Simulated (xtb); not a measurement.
C6H17SSi2 (SMILES [CH2][Si](C)(C)S[Si](C)(C)C), doublet, at a GFN2-xTB geometry, atoms displaced at random by about 0.06 Å a coordinate; GFN2-xTB run with xtb.

Here is a job for xtb.
```
$ xtb mol.xyz --gfn 2 --chrg 0 --uhf 1 --ohess --json

# file mol.xyz
26

C     -2.95579413    -0.80757032    -0.78719460
Si    -1.87433772    -0.08143435     0.29969262
C     -2.45367151     1.64762295     1.11175009
C     -1.17119529    -1.09269031     1.76072205
S     -0.19388769     0.69456603    -1.06721288
Si     1.78534452    -0.07702849    -0.27352809
C      2.06586143     0.79722008     1.29962693
C      2.94929678     0.59356948    -1.70655305
C      1.82348303    -2.03028399     0.01626290
H     -3.51142876    -0.50706593    -1.66733374
H     -3.06337687    -2.05813267    -0.87739972
H     -2.72737499     2.30969051     0.19296565
H     -3.39596767     1.46972560     1.57335404
H     -1.84607916     1.94584470     1.57495314
H     -0.52275596    -0.70822323     2.33498907
H     -0.89967792    -2.13253431     1.33620242
H     -2.16820114    -1.38103904     2.50053082
H      1.41658547     0.61748482     2.16287552
H      3.31466409     0.63778612     1.72829411
H      2.05691252     1.96034186     1.16449977
H      2.71755584    -0.02559203    -2.52628400
H      2.87930221     1.53730225    -1.92497267
H      4.08277046     0.31782829    -1.27477818
H      1.34150570    -2.47539861    -0.83690291
H      2.79561055    -2.27687049    -0.10940294
H      1.34936631    -2.31177234     1.00019030
```

Output, abridged:

```
   ID    Z sym.   atoms
    1    6 C      1, 3, 4, 7-9
    2   14 Si     2, 6
    3   16 S      5
    4    1 H      10-26

           -------------------------------------------------
          |                Calculation Setup                |
           -------------------------------------------------

           -------------------------------------------------
          |                 G F N 2 - x T B                 |
           -------------------------------------------------

          ...................................................
          :                      SETUP                      :
          :.................................................:
          :  # basis functions                  71          :
          :  # atomic orbitals                  68          :
          :  # shells                           38          :
          :  # electrons                        55          :
          :  max. iterations                   250          :
          :  Hamiltonian                  GFN2-xTB          :
          :  restarted?                      false          :
          :  GBSA solvation                  false          :
          :  PC potential                    false          :
          :  electronic temp.          300.0000000     K    :
          :  accuracy                    1.0000000          :
          :  -> integral cutoff          0.2500000E+02      :
          :  -> integral neglect         0.1000000E-07      :
          :  -> SCF convergence          0.1000000E-05 Eh   :
          :  -> wf. convergence          0.1000000E-03 e    :
          :  Broyden damping             0.4000000          :
          :  net charge                          0          :
          :  unpaired electrons                  1          :
          ...................................................

 iter      E             dE          RMSdq      gap      omega  full diag
   1    -28.1914402 -0.281914E+02  0.504E+00    4.44       0.0  T
   2    -28.2505272 -0.590871E-01  0.363E+00    3.81       1.0  T
   3    -28.3845288 -0.134002E+00  0.292E+00    2.80       1.0  T
   4    -28.4284651 -0.439363E-01  0.148E+00    4.03       1.0  T
   5    -28.4391320 -0.106669E-01  0.883E-01    3.70       1.0  T
   6    -28.4461374 -0.700542E-02  0.391E-01    4.13       1.0  T
   7    -28.4463336 -0.196199E-03  0.308E-01    4.08       1.0  T
   8    -28.4466091 -0.275520E-03  0.128E-01    4.09       1.0  T
   9    -28.4467577 -0.148577E-03  0.792E-02    4.09       1.0  T
  10    -28.4467647 -0.703941E-05  0.626E-02    4.09       1.0  T
  11    -28.4467721 -0.738086E-05  0.297E-02    4.10       1.0  T
  12    -28.4467770 -0.485810E-05  0.162E-02    4.09       1.2  T
  13    -28.4467763  0.620676E-06  0.159E-02    4.10       1.2  T
  14    -28.4467775 -0.117025E-05  0.561E-03    4.10       3.5  T
  15    -28.4467777 -0.175076E-06  0.312E-03    4.10       6.3  T
  16    -28.4467777 -0.103416E-07  0.106E-03    4.10      18.4  T
  17    -28.4467777 -0.645477E-08  0.450E-04    4.10      43.6  T
  18    -28.4467777 -0.312678E-09  0.288E-04    4.10      68.2  T

   *** convergence criteria satisfied after 18 iterations ***

         :::::::::::::::::::::::::::::::::::::::::::::::::::::
         ::                     SUMMARY                     ::
         :::::::::::::::::::::::::::::::::::::::::::::::::::::
         :: total energy             -27.942535362436 Eh    ::
         :: gradient norm              0.733294187272 Eh/a0 ::
         :: HOMO-LUMO gap              4.095565173404 eV    ::
         ::.................................................::
         :: SCC energy               -28.446500550134 Eh    ::
         :: -> isotropic ES            0.047152233408 Eh    ::
         :: -> anisotropic ES          0.007103541421 Eh    ::
         :: -> anisotropic XC          0.016800480453 Eh    ::
         :: -> dispersion             -0.022306440001 Eh    ::
[...]
 * total energy  :   -27.9425354 Eh     change       -0.2129603E-09 Eh
 * total energy  :   -28.1100796 Eh     change       -0.1675442E+00 Eh
 * total energy  :   -28.1493972 Eh     change       -0.3931758E-01 Eh
 * total energy  :   -28.1518427 Eh     change       -0.2445582E-02 Eh
 * total energy  :   -28.1519940 Eh     change       -0.1512245E-03 Eh
 * total energy  :   -28.1525654 Eh     change       -0.5714155E-03 Eh
 * total energy  :   -28.1525994 Eh     change       -0.3405156E-04 Eh
 * total energy  :   -28.1526629 Eh     change       -0.6347700E-04 Eh
 * total energy  :   -28.1526779 Eh     change       -0.1497467E-04 Eh
 * total energy  :   -28.1526874 Eh     change       -0.9550051E-05 Eh
 * total energy  :   -28.1526926 Eh     change       -0.5148086E-05 Eh
 * total energy  :   -28.1526966 Eh     change       -0.4047240E-05 Eh
   *** GEOMETRY OPTIMIZATION CONVERGED AFTER 12 ITERATIONS ***
         :: total energy             -28.152696631485 Eh    ::
[...]
          :  rotational number                       1      :
          :  scaling factor                  1.0000000      :
          :  rotor cutoff                   50.0000000 cm⁻¹ :
          :  imag. cutoff                  -20.0000000 cm⁻¹ :
          :.................................................:

    mode    ω/cm⁻¹     T·S(HO)/kcal·mol⁻¹    T·S(FR)/kcal·mol⁻¹   T·S(vib)
   ------------------------------------------------------------------------
       1     38.55    -1.58975 ( 26.12%)    -1.13338 ( 73.88%)    -1.25257
       2     72.07    -1.22126 ( 81.19%)    -0.94816 ( 18.81%)    -1.16988
       3     76.88    -1.18332 ( 84.83%)    -0.92899 ( 15.17%)    -1.14473
       4     89.26    -1.09604 ( 91.04%)    -0.88478 (  8.96%)    -1.07710
       5     95.50    -1.05666 ( 93.01%)    -0.86477 (  6.99%)    -1.04325
       6     99.84    -1.03086 ( 94.08%)    -0.85163 (  5.92%)    -1.02025
       7    102.93    -1.01315 ( 94.72%)    -0.84260 (  5.28%)    -1.00415
       8    123.75    -0.90666 ( 97.40%)    -0.78803 (  2.60%)    -0.90358
       9    138.64    -0.84154 ( 98.34%)    -0.75437 (  1.66%)    -0.84009
      10    142.88    -0.82436 ( 98.52%)    -0.74545 (  1.48%)    -0.82320
      11    147.69    -0.80553 ( 98.70%)    -0.73564 (  1.30%)    -0.80463
      12    164.06    -0.74612 ( 99.14%)    -0.70452 (  0.86%)    -0.74576
      13    179.49    -0.69580 ( 99.40%)    -0.67789 (  0.60%)    -0.69570
      14    184.78    -0.67964 ( 99.47%)    -0.66927 (  0.53%)    -0.67958
      15    192.83    -0.65606 ( 99.55%)    -0.65665 (  0.45%)    -0.65606
      16    193.27    -0.65482 ( 99.55%)    -0.65598 (  0.45%)    -0.65483
      17    196.87    -0.64464 ( 99.59%)    -0.65050 (  0.41%)    -0.64466
      18    228.44    -0.56386 ( 99.77%)    -0.60646 (  0.23%)    -0.56396
   ------------------------------------------------------------------------

   temp. (K)  partition function   enthalpy   heat capacity  entropy
                                   cal/mol     cal/K/mol   cal/K/mol   J/K/mol
 298.15  VIB  0.482E+07             9056.852     50.093     59.326
         ROT  0.126E+07              888.752      2.981     30.901
         INT  0.609E+13             9945.604     53.074     90.227
         TR   0.229E+28             1481.254      4.968     41.409
         TOT                       11426.8580    58.0419   131.6352   550.7619

       T/K    H(0)-H(T)+PV         H(T)/Eh          T*S/Eh         G(T)/Eh
   ------------------------------------------------------------------------
    298.15    0.182099E-01    0.228065E+00    0.625442E-01    0.165521E+00
   ------------------------------------------------------------------------

         :::::::::::::::::::::::::::::::::::::::::::::::::::::
         ::                  THERMODYNAMIC                  ::
         :::::::::::::::::::::::::::::::::::::::::::::::::::::
         :: total free energy         -27.987175903094 Eh   ::
         ::.................................................::
         :: total energy              -28.152696631549 Eh   ::
         :: zero point energy           0.209855024220 Eh   ::
         :: G(RRHO) w/o ZPVE           -0.044334295765 Eh   ::
         :: G(RRHO) contrib.            0.165520728455 Eh   ::
         :::::::::::::::::::::::::::::::::::::::::::::::::::::
imag cut-off (cm-1) :    5.00
 found            1  significant imaginary frequency
 writing imag mode distorted coords to xtbhess.xyz
 for further optimization.

optimized geometry written to: xtbopt.xyz

           -------------------------------------------------
          | TOTAL ENERGY              -28.152696631549 Eh   |
          | TOTAL ENTHALPY            -27.924631749925 Eh   |
          | TOTAL FREE ENERGY         -27.987175903094 Eh   |
          | GRADIENT NORM               0.000645640826 Eh/α |
          | HOMO-LUMO GAP               4.397565619769 eV   |
           -------------------------------------------------

normal termination of xtb
```
